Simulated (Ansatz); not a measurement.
Reaction (cleavage of the Si–B bond): `OB(O)[SiH3]` + `O[SiH2]N[SiH3]` → `[SiH3]N[SiH2]O[SiH3]` + `OBO`

Isolated molecules relaxed with PBE0-D4/def2-TZVP in Ansatz; ΔE leaves out vibrations. CCSD(T)/CBS is the MP2 limit (def2-TZVPP, def2-QZVPP) plus CCSD(T) − MP2 in def2-TZVPP, frozen cores. This one scheme is used for every species. DFT in def2-TZVPP. B3LYP here is the variant with VWN-RPA as its local correlation; programs differ in this. Each species was taken in one conformer, which may not be the lowest.

`OB(O)[SiH3]`:

Cartesian coordinates in Å:
```
O 0.231 -1.081 -1.328
B -0.327 -0.372 -0.306
O -1.634 -0.477 0.071
Si 0.843 0.923 0.735
H -0.358 -1.685 -1.791
H -2.170 -1.098 -0.431
H 2.224 0.985 0.185
H 0.263 2.295 0.700
H 0.929 0.509 2.164
```

`O[SiH2]N[SiH3]`:

Cartesian coordinates in Å:
```
O 2.158 -0.705 -0.081
Si 0.774 -0.817 0.802
N -0.650 -0.359 -0.048
Si -1.105 1.227 -0.562
H 2.220 -1.227 -0.882
H 1.022 0.103 1.933
H 0.539 -2.215 1.251
H -1.269 -1.116 -0.300
H -1.048 1.386 -2.042
H -0.148 2.173 0.064
H -2.492 1.552 -0.134
```

`[SiH3]N[SiH2]O[SiH3]`:

Cartesian coordinates in Å:
```
Si 1.155 -1.866 -0.189
N 1.383 -0.268 0.432
Si 0.245 0.683 1.294
O -0.782 1.509 0.323
Si -1.746 1.353 -0.989
H -0.226 -2.271 0.179
H 2.126 -2.834 0.388
H 1.305 -1.906 -1.669
H 2.240 0.199 0.169
H -0.556 -0.229 2.145
H 0.978 1.696 2.088
H -1.976 2.700 -1.566
H -3.048 0.751 -0.600
H -1.098 0.482 -2.006
```

`OBO`:

```xyz
6

O     0.906   -0.238    0.564
B    -0.120   -0.086   -0.322
O    -1.186    0.673    0.023
H     1.613   -0.792    0.230
H    -0.114   -0.603   -1.402
H    -1.099    1.045    0.906
```

```tsv
level	ΔE (kJ/mol)	difference from CCSD(T)/CBS
PBE-D4	-118.1	24.0
r2SCAN-D4	-137.0	5.1
PBE0-D4	-128.6	13.5
B3LYP-D4	-143.2	-1.1
ωB97X-V	-138.9	3.2
ωB97M-V	-142.3	-0.2
B2PLYP	-143.3	-1.2
PBE	-114.5	27.6
r2SCAN	-135.6	6.5
PBE0	-125.0	17.1
B3LYP	-137.6	4.5
HF/def2-TZVPP	-165.8	-23.7
MP2/def2-TZVPP	-148.4	-6.3
SCS-MP2/def2-TZVPP	-151.5	-9.4
CCSD/def2-TZVPP	-144.3	-2.2
CCSD(T)/def2-TZVPP	-140.9	1.2
HF/def2-QZVPP	-168.3	-26.2
MP2/def2-QZVPP	-150.0	-7.9
SCS-MP2/def2-QZVPP	-153.0	-10.9
HF/CBS(def2)	-168.7	-26.6
MP2/CBS(def2)	-149.6	-7.5
CCSD/CBS(def2)	-145.5	-3.4
CCSD(T)/CBS	-142.1	0
```

Largest T1 diagnostic among the species: 0.014.

From PBE to PBE0 (25 % exact exchange), in def2-TZVPP and without D4, ΔE moves by −10.6 kJ/mol. In def2-TZVPP, CCSD(T) changes the Hartree–Fock value by +24.9 kJ/mol (the triples alone add +3.4 kJ/mol) and MP2 by +17.4 kJ/mol. The D4 term adds −5.6 kJ/mol with B3LYP and −3.5 kJ/mol with PBE0; it sums over pairs of atoms, weighted by their polarisabilities, and B3LYP, whose exchange is more repulsive, gets the larger term.
